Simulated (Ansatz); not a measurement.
System: GaCl, charge 0, triplet. This triplet is an excited state, 3.4 eV above the singlet at CCSD(T)/def2-QZVPP (Ansatz, a quantum-chemistry and plane-wave program). GaCl (SMILES [Cl][Ga], triplet).
B3LYP-D3(BJ)/def2-TZVP minimum from Ansatz:
```xyz
2

Ga     0.0000     0.0000    -0.7780
Cl     0.0000     0.0000     1.4187
```
Charge 0, spin multiplicity 3.

Total energies in def2-TZVPP, 10 correlated electrons, 19 frozen orbitals. UHF or UKS for unpaired electrons; spin-orbit terms are left out. Correlated methods leave the cores frozen (noble-gas shells, and filled d and f shells in the p block). No relativity. The spin of ClGa ([Cl][Ga], triplet) was assumed, and the state is the lowest solution found for it.

```tsv
method	program	energy (Eh)	minus CCSDT(Q) (mEh)
HF	Ansatz	-2382.73690	250.68
MP2	Ansatz	-2382.95495	32.63
CCSD	Ansatz	-2382.97571	11.87
CCSD(T)	Ansatz	-2382.98623	1.35
CCSDT(Q)	Ansatz	-2382.98758	0.00
```

Rough core times of Ansatz's runs on a shared machine: CCSD(T) 20 s, CCSDT(Q) 5 min.
